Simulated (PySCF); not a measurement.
**Pt²⁺: excitation energy**

Pt²⁺ [Xe] 4f14 5d8 (3F) → Pt²⁺ [Xe] 4f14 5d7 6s1 (5F), as a difference of total energies. Computed with PySCF 2.14 in aug-cc-pVTZ-PP with ECP60MDF, with a scalar-relativistic core potential. Correlated levels: valence: 5s2 5p6 frozen. The calculations carry no spin-orbit coupling.

```json
{"method": "UHF", "excitation energy (cm⁻¹)": "19816"}
{"method": "MP2 (valence)", "excitation energy (cm⁻¹)": "23967"}
{"method": "SCS-MP2 (valence)", "excitation energy (cm⁻¹)": "27070"}
{"method": "CCSD (valence)", "excitation energy (cm⁻¹)": "23593"}
{"method": "CCSD(T) (valence)", "excitation energy (cm⁻¹)": "23873"}
```
